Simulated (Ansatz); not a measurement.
The inner images of a band of BH6OSbSi (10 atoms, charge 0, multiplicity 1) are given out of order.

The calculation used RKS r2SCANh/def2-SVP (Ansatz).

First end point:

```xyz
10
Properties=species:S:1:pos:R:3
B -1.732 0.564 -0.221
O -1.138 -0.570 0.196
Si 0.412 -1.175 0.434
Sb 2.356 0.429 -0.131
H -1.065 1.519 -0.562
H -2.940 0.592 -0.242
H 0.529 -2.396 -0.410
H 0.503 -1.566 1.867
H 1.557 1.707 0.682
H 1.600 0.844 -1.611
```

Last end point:

```xyz
10
Properties=species:S:1:pos:R:3
B -1.986 0.582 -0.031
O -1.332 -0.574 0.179
Si 0.290 -1.035 0.097
Sb 1.742 0.873 -0.875
H -1.373 1.575 -0.377
H -3.182 0.603 0.130
H 0.358 -2.222 -0.798
H 0.694 -1.437 1.471
H 1.758 1.649 0.652
H 3.114 -0.065 -0.444
```

Put them in order from the first end to the last, with their energies above the first end.
A.
```xyz
10
Properties=species:S:1:pos:R:3
B -2.086 0.147 0.433
O -1.140 -0.807 0.489
Si 0.504 -0.879 0.115
Sb 1.260 1.206 -1.222
H -1.810 1.260 0.027
H -3.204 -0.135 0.792
H 0.695 -2.093 -0.724
H 1.231 -1.050 1.402
H 1.897 1.919 0.199
H 2.738 0.381 -1.508
```
B.
```xyz
10
Properties=species:S:1:pos:R:3
B -2.133 0.146 0.325
O -1.181 -0.799 0.419
Si 0.492 -0.858 0.206
Sb 1.298 1.295 -1.009
H -1.837 1.285 0.020
H -3.277 -0.170 0.548
H 0.760 -2.058 -0.632
H 1.085 -1.059 1.557
H 2.300 1.752 0.302
H 2.577 0.414 -1.733
```
C.
```xyz
10
Properties=species:S:1:pos:R:3
B -2.140 0.321 0.124
O -1.286 -0.708 0.272
Si 0.360 -1.013 0.302
Sb 2.329 0.494 -0.310
H -1.714 1.436 -0.088
H -3.321 0.083 0.211
H 0.600 -2.169 -0.604
H 0.687 -1.371 1.711
H 2.230 2.050 0.358
H 2.338 0.826 -1.974
```
D.
```xyz
10
Properties=species:S:1:pos:R:3
B -2.119 0.201 0.233
O -1.195 -0.772 0.364
Si 0.475 -1.000 0.315
Sb 1.423 1.153 -0.769
H -1.782 1.337 -0.018
H -3.284 -0.098 0.371
H 0.697 -2.159 -0.588
H 0.874 -1.302 1.715
H 2.456 1.935 0.332
H 2.539 0.654 -1.952
```
E.
```xyz
10
Properties=species:S:1:pos:R:3
B -2.027 0.455 0.033
O -1.166 -0.567 0.182
Si 0.428 -1.057 0.320
Sb 2.506 0.419 -0.164
H -1.617 1.578 -0.166
H -3.211 0.210 0.106
H 0.581 -2.225 -0.589
H 0.584 -1.499 1.733
H 1.866 1.914 0.355
H 2.140 0.721 -1.808
```
F.
```xyz
10
Properties=species:S:1:pos:R:3
B -1.858 0.535 -0.079
O -1.139 -0.575 0.166
Si 0.429 -1.132 0.377
Sb 2.425 0.435 -0.124
H -1.309 1.601 -0.259
H -3.062 0.424 -0.111
H 0.573 -2.320 -0.507
H 0.529 -1.562 1.799
H 1.609 1.818 0.462
H 1.886 0.725 -1.721
```
G.
```xyz
10
Properties=species:S:1:pos:R:3
B -2.135 0.254 0.182
O -1.251 -0.754 0.331
Si 0.398 -1.043 0.323
Sb 1.839 0.776 -0.509
H -1.747 1.377 -0.053
H -3.308 -0.012 0.295
H 0.643 -2.158 -0.621
H 0.763 -1.342 1.727
H 2.400 2.070 0.371
H 2.482 0.780 -2.043
```

F (+0.02 eV), E (+0.10 eV), C (+0.45 eV), G (+1.45 eV), D (+0.39 eV), B (+0.03 eV), A (0.00 eV).

Run time: 6 min on 2 threads of Arm Neoverse V2 (shared host), peak memory 0.26 GiB.
